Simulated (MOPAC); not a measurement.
MOPAC input (AM1):

```
AM1 FORCE THERMO(298,298) PRECISE LET GEO-OK AUX(PRECISION=9) THREADS=1
IIn

In    0.00000000 1    0.00000000 1   -1.38007168 1
I     0.00000000 1    0.00000000 1    1.27011618 1
```

Output:

```
 *******************************************************************************
 **                                                                           **
 **                              MOPAC v23.2.5                                **
 **                                                                           **
 *******************************************************************************
 ** MOPAC's Digital Object Identifier: https://doi.org/10.5281/zenodo.6511958 **
 **                                                                           **
 ** Please cite the open-source release paper for use of this MOPAC version:  **
 ** J. E. Moussa and J. J. P. Stewart (2026)                                  **
 ** MOPAC: An open-source semiempirical molecular orbital program             **
 ** J. Open Source Softw., 11(119), 8025, https://doi.org/10.21105/joss.08025 **
 *******************************************************************************

                              AM1 CALCULATION RESULTS

 *******************************************************************************
 *  AM1        - The AM1 Hamiltonian to be used
 *  GEO-OK     - OVERRIDE INTERATOMIC DISTANCE AND OTHER SAFETY CHECKS
 *  LET        - OVERRIDE SOME SAFETY CHECKS
 *  PRECISE    - TIGHTER CRITERIA TO BE USED
 *  FORCE      - FORCE CALCULATION SPECIFIED
 *  AUX        - OUTPUT AUXILIARY INFORMATION
 *  THERMO     - THERMODYNAMIC QUANTITIES TO BE CALCULATED
 *******************************************************************************
AM1 FORCE THERMO(298,298) PRECISE LET GEO-OK AUX(PRECISION=9) THREADS=1
 IIn

   ATOM   CHEMICAL          X               Y               Z
  NUMBER   SYMBOL      (ANGSTROMS)     (ANGSTROMS)     (ANGSTROMS)

     1      In          0.00000000  *   0.00000000  *  -1.38007168  *
     2       I          0.00000000  *   0.00000000  *   1.27011618  *

          CARTESIAN COORDINATES

    NO.       ATOM           X           Y           Z

     1        In          0.0000      0.0000     -1.3801
     2         I          0.0000      0.0000      1.2701

 In: (AM1): J. J. P. STEWART, J. MOL. MOD., 10, 155-164 (2004)
  I: (AM1): M.J.S. DEWAR AND E. G. ZOEBISCH, THEOCHEM, 180, 1 (1988).

           Empirical Formula: In I  =     2 atoms

      MOLECULAR POINT GROUP   :   C*v

      RHF CALCULATION, NO. OF DOUBLY OCCUPIED LEVELS = 5

          HEAT OF FORMATION =      16.272411 KCALS/MOLE

          CARTESIAN COORDINATE DERIVATIVES

   NUMBER  ATOM         X            Y            Z

     1      In      0.000797     0.000000     0.000000
     2       I     -0.000797     0.000000     0.000000

 DIPOLE           X         Y         Z       TOTAL
 POINT-CHG.    -3.795     0.000     0.000     3.795
 HYBRID         1.711    -0.000    -0.000     1.711
 SUM           -2.084    -0.000     0.000     2.084

          GRADIENT NORM =   0.00113

          MOLECULAR WEIGHT =  241.72

          ROTATIONAL CONSTANTS IN CM(-1)

          A =    0.00000000   B =    0.03981707   C =    0.03981707

           PRINCIPAL MOMENTS OF INERTIA IN UNITS OF 10**(-40)*GRAM-CM**2

          A =        0.0000   B =      703.0340   C =      703.0340

          ORIENTATION OF MOLECULE IN FORCE CALCULATION

    NO.       ATOM         X         Y         Z

     1         In      -1.3913    0.0000    0.0000
     2          I       1.2588    0.0000   -0.0000

    FIRST DERIVATIVES WILL BE USED IN THE CALCULATION OF SECOND DERIVATIVES

    FOR POINT-GROUP C*v  THERE ARE  84 UNIQUE SYMMETRY FUNCTIONS.

(To convert to Hartree/Bohr^2, multiply by (10^(-21) x N x a0^2)/(4.184 x 627.51) =  0.0642)

           FORCE MATRIX IN MILLIDYNES/ANGSTROM

                 In  1       I  2
 ------------------------------
    In    1   1.266871
     I    2   1.266865   1.266860

          HEAT OF FORMATION =      16.272411 KCALS/MOLE

          ZERO POINT ENERGY       0.270 KCAL/MOL

           NORMAL COORDINATE ANALYSIS (Total motion = 1 Angstrom)

   Root No.       1

                 1 Sig

                 188.9

           1    0.5250
           2    0.0000
           3   -0.0000
           4   -0.4750
           5   -0.0000
           6    0.0000

           MASS-WEIGHTED COORDINATE ANALYSIS (NORMAL COORDINATES)

   Root No.       1

                 1 Sig

                 188.9

           1    0.7246
           2    0.0000
           3   -0.0000
           4   -0.6892
           5   -0.0000
           6    0.0000

          DESCRIPTION OF VIBRATIONS

 VIBRATION          1    1Sig        ATOM PAIR     ENERGY CONTRIBUTION    RADIAL
 FREQUENCY           188.87         In1 -- I 2        +100.0% (100.0%)    100.0%
 TRANSITION DIPOLE   4.1821
 TRAVEL (Ang.)       0.0770
 REDUCED MASS       60.2801
 EFFECTIVE MASS    120.4848
 FORCE CONSTANT      1.2669

      SYMMETRY NUMBER FOR POINT-GROUP C*v =  1

          SYSTEM IS A GROUND STATE

 IIn

          MOLECULE IS LINEAR

          THERE ARE  1 GENUINE VIBRATIONS IN THIS SYSTEM
          THIS THERMODYNAMICS CALCULATION IS LIMITED TO
          MOLECULES WHICH HAVE NO INTERNAL ROTATIONS

                    CALCULATED THERMODYNAMIC PROPERTIES
                                          *
   TEMP. (K)   PARTITION FUNCTION   H.O.F.    ENTHALPY  HEAT CAPACITY ENTROPY
                                   KCAL/MOL   CAL/MOLE    CAL/K/MOL  CAL/K/MOL

 298.00  VIB.     0.1672D+01                   362.6656     1.8550     2.2380
         ROT.     0.5202D+04                   592.1869     1.9872    18.9912
         INT.     0.8695D+04                   954.8525     3.8423    21.2292
         TRA.     0.3633D+28                  1480.4672     4.9680    42.3467
         TOT.                       16.272    2435.3196     8.8103    63.5760

   *: NOTE: HEATS OF FORMATION ARE RELATIVE TO THE
            ELEMENTS IN THEIR STANDARD STATE AT 298K
              (=  Standard Enthalpy of Formation).

            Hvib:  Zero-point energy is not included.
                   frequencies of less than zero cm-1 are not included.
            Hrot = (3/2)RT
            Htra = (3/2)RT + pV = (5/2)RT

            Heat capacity is Cp, not Cv

          For more information, see: HTTP://OpenMOPAC.net/Manual/thermochemistry.html

           FORCE CONSTANT IN CARTESIAN COORDINATES (Millidynes/A)

    ATOM   CHEMICAL       X               Y               Z
   NUMBER   SYMBOL  FORCE CONSTANT  FORCE CONSTANT  FORCE CONSTANT

      1      In        1.266865        0.000310        0.000310
      2       I        1.266866        0.000310        0.000310

 **********************
 *                    *
 * JOB ENDED NORMALLY *
 *                    *
 **********************

 == MOPAC DONE ==
```
